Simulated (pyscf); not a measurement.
`[F][BH][CH2][CH2][F]`, singlet

Gas-phase minimum from PySCF at ωB97X-D3(BJ)/def2-SVP, one conformer. F–BH–CH₂–CH₂–F lies 56.4 kcal/mol over its isomer H₃C–CH₂–B(F)–F (electronic energy, ωB97M-D3(BJ)/def2-TZVP). 

SMILES: FBCCF
```xyz
10

F     -0.3745     1.3408     1.5793
B      0.2172     1.0256     0.4274
C     -0.4649     0.0084    -0.5525
C     -1.8087    -0.5386    -0.1152
F     -2.2957    -1.4305    -1.0524
H      1.2823     1.5564     0.1990
H      0.2499    -0.8209    -0.7148
H     -0.5505     0.4948    -1.5423
H     -2.5478     0.2727     0.0031
H     -1.7269    -1.0660     0.8508
```
Charge 0, spin multiplicity 1.

Bond lengths (Å): F1–B2 1.333, B2–C3 1.568, B2–H6 1.212, C3–C4 1.515, C3–H7 1.107, C3–H8 1.106, C4–F5 1.382, C4–H9 1.104, C4–H10 1.104. Angles (°): F1–B2–C3 120.0, F1–B2–H6 116.7, C3–B2–H6 123.3, B2–C3–C4 116.1, B2–C3–H7 107.3, B2–C3–H8 107.9, C4–C3–H7 110.2, C4–C3–H8 110.4, H7–C3–H8 104.4, C3–C4–F5 110.5, C3–C4–H9 111.1, C3–C4–H10 111.1, F5–C4–H9 108.1, F5–C4–H10 108.1 (the first ones only).

Properties at ωB97X-D3(BJ)/def2-SVP:

Harmonic wavenumbers, unscaled: 62, 150, 156, 371, 578, 609, 832, 845, 1029, 1091, 1111, 1127, 1224, 1284, 1313, 1380, 1409, 1469, 1509, 2634, 3064, 3075, 3105, 3135 cm⁻¹
Zero-point energy: 46.6 kcal/mol
Rotational symmetry number: 1
Entropy of this conformer at 298 K and 1 atm, rigid rotor and harmonic oscillator, modes under 100 cm⁻¹ raised to 100: 319.5 J/(mol K)
Dipole moment: 1.14 D

Single-point totals, which compare only within one level (frozen core for MP2 and CC):

| level | total energy (hartree) |
|---|---|
| ωB97X-D3(BJ)/def2-TZVP | -304.01004 |
| PBE/def2-TZVP | -303.58661 |
| r²SCAN/def2-TZVP | -303.78125 |
| B3LYP-D3(BJ)/def2-TZVP | -303.95312 |
| PBE0-D3(BJ)/def2-TZVP | -303.61161 |
| M06-2X/def2-TZVP | -303.81514 |
| ωB97M-D3(BJ)/def2-TZVP | -303.99617 |
| HF/def2-TZVPP | -302.39064 |
| MP2/def2-TZVPP | -303.32781 |
| CCSD/def2-TZVPP | -303.35983 |
| CCSD(T)/def2-TZVPP | -303.39172 |

Soft torsions are taken as harmonic, which can shift the entropy by several J/(mol K). The CCSD(T) − MP2 part came from Ansatz, without density fitting, on the same reference.
